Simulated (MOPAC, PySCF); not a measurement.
C4H8Si, SMILES `C[C@@H]1CC1=[SiH2]`, neutral singlet in the gas phase. 

Z-matrix (Å, degrees):
```
C
C 1 1.4777
H 2 1.0872 1 115.70
C 1 1.4805 2 61.34 3 -105.54
H 4 1.0847 1 118.45 2 108.22
H 4 1.0855 5 114.09 1 -145.75
C 2 1.5110 3 114.35 1 146.72
H 7 1.0912 2 110.48 3 178.89
H 7 1.0921 8 107.83 2 -121.38
H 7 1.0929 8 108.42 9 -116.79
Si 1 1.6860 2 149.04 3 78.16
H 11 1.4722 1 122.36 2 176.82
H 11 1.4723 12 115.69 1 -179.36
```
Charge 0, multiplicity 1.

All levels are single points at this geometry (B3LYP-D3(BJ)/def2-TZVP); Pople sets use spherical d functions. Orbital energies aren't observables, and empty levels follow the basis.

AM1 in MOPAC gives gap (eV) = 8.41.

**Question.** Estimate the gap (eV) from each of these levels: B3LYP-D3(BJ)/def2-TZVP in PySCF; PBE-D3(BJ)/def2-TZVP in PySCF; B3LYP/3-21G in PySCF; B3LYP/6-311+G** in PySCF; B3LYP/6-31G* in PySCF; B3LYP/LANL2DZ in PySCF; BP86/6-31G* in PySCF; SVWN5/6-31G* in PySCF; HF/3-21G in PySCF; HF/6-31G* in PySCF; HF/STO-3G in PySCF; PM7 in MOPAC.

**Answer.** 
```tsv
level	gap (eV)
B3LYP-D3(BJ)/def2-TZVP in PySCF	4.68
PBE-D3(BJ)/def2-TZVP in PySCF	3.32
B3LYP/3-21G in PySCF	5.08
B3LYP/6-311+G** in PySCF	4.65
B3LYP/6-31G* in PySCF	4.87
B3LYP/LANL2DZ in PySCF	5.01
BP86/6-31G* in PySCF	3.48
SVWN5/6-31G* in PySCF	3.44
HF/3-21G in PySCF	10.66
HF/6-31G* in PySCF	10.46
HF/STO-3G in PySCF	12.75
PM7 in MOPAC	8.26
```
